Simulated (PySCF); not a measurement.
Estimate the missing entries of this data sheet.

Compound: C4H13NOSi2.
SMILES with atom numbers: `[CH3:1][CH2:2][O:3][C@@H:4]1[CH2:5][SiH2:6][NH:7][SiH2:8]1` (hydrogens: H9, H10, H11 on C1; H12, H13 on C2; H14 on C4; H15, H16 on C5; H17, H18 on Si6; H19 on N7; H20, H21 on Si8)

| property | level | value |
| --- | --- | --- |
| point group | PBE0-D3(BJ)/def2-SVP | C1 |
| rotational constants A, B, C | PBE0-D3(BJ)/def2-SVP | 2.918, 0.768, 0.635 GHz |
| dipole moment | PBE0/def2-SVPD | ? |
| HOMO energy | PBE0/def2-SVPD | ? |
| LUMO energy | PBE0/def2-SVPD | 0.12 eV |
| lowest singlet excitation | TDDFT PBE0/def2-SVPD | ? |
| strongest line among the 10 lowest singlet transitions | TDDFT PBE0/def2-SVPD | S7 at 7.36 eV (168 nm, f = 0.017) |
| lowest triplet excitation (Tamm–Dancoff) | TDA PBE0/def2-SVPD | ? |
| static isotropic polarisability | PBE0/def2-SVPD | 111.9 au |
| vertical ionisation energy | ΔSCF PBE0/def2-SVPD | 8.93 eV |
| electronic spatial extent ⟨r²⟩ about the centre of nuclear charge | PBE0/def2-SVPD | ? |
| 13C chemical shifts (computed TMS as zero) by class | GIAO CAM-B3LYP/pcSseg-1 | 69.3 (C4), 67.5 (C2), 17.7 (C1), 13.6 (C5) ppm |
| 1H chemical shifts (computed TMS as zero) by class | GIAO CAM-B3LYP/pcSseg-1 | ? |
| isotropic shieldings of nuclei other than C and H, by class | GIAO CAM-B3LYP/pcSseg-1 | 259 (N7), 282 (O3), 366 (Si6), 368 (Si8) ppm |
| core binding energies | ΔSCF SCAN, pcX-2 on the ionised atom, pcseg-1 elsewhere, spin-free X2C, 2p3/2 from a spin–orbit splitting computed afterwards within the 2p shell | ? |

Electronic properties: PySCF, gas phase, density fitting. One conformer (not necessarily the lowest) at the PBE0-D3(BJ)/def2-SVP geometry, without solvent or vibrations. NMR classes are plain means over equivalent atoms (diastereotopic ones count apart unless rotation or inversion swaps them), as if these changed places fast; in this geometry the members of some classes differ.

(1) What is the lowest singlet excitation?

(2) What is the HOMO energy?

(3) What is the lowest triplet excitation (Tamm–Dancoff)?

(4) What is the electronic spatial extent ⟨r²⟩ about the centre of nuclear charge?

(5) The dipole moment?

(6) Give the 1H chemical shifts (computed TMS as zero) by class.

(7) What are the core binding energies?

Results:

(1) 6.03 eV (206 nm, f = 0.005).

(2) -7.27 eV.

(3) 5.72 eV.

(4) 1844 bohr².

(5) 0.98 D.

(6) 4.89 (H17), 4.75 (H20), 4.74 (H18), 4.60 (H21), 3.72 (H12), 3.50 (H14), 2.88 (H13), 1.62 (H16), 1.23 (H9/H10/H11), 1.01 (H15), -0.46 (H19) ppm.

(7) Si2p3/2 106.6 (Si8), Si2p3/2 106.7 (Si6), C1s 290.0 (C5), C1s 290.6 (C1), C1s 291.3 (C4), C1s 291.8 (C2), N1s 404.0 (N7), O1s 537.9 (O3), Si1s 1846.4 (Si8), Si1s 1846.6 (Si6) eV.

No computed singlet falls in the visible range (750 to 380 nm, 1.65 to 3.26 eV); S1 lies 2.77 eV above its blue end. The principal polarisabilities are 94.6, 111.4 and 129.6 au; their mean is the isotropic value. The 10 singlets span 6.03 to 7.47 eV, and their oscillator strengths add up to 0.08. With B = h/(8π²I), that is 505.379 GHz u Å² over I, the principal moments of inertia are 173.2, 658.3 and 796.3 u Å² (most abundant isotopes). The vertical singlet–triplet gap S1 − T1 is 0.31 eV (TDDFT singlet less Tamm–Dancoff triplet; S1: HOMO→LUMO, weight 0.93; T1: HOMO→LUMO, weight 0.89).

For the TDDFT job (PBE0/def2-SVPD), on one thread of an Arm Neoverse N1, on a shared host, this took 13 min of wall time and 1.1 GiB of memory at its peak.
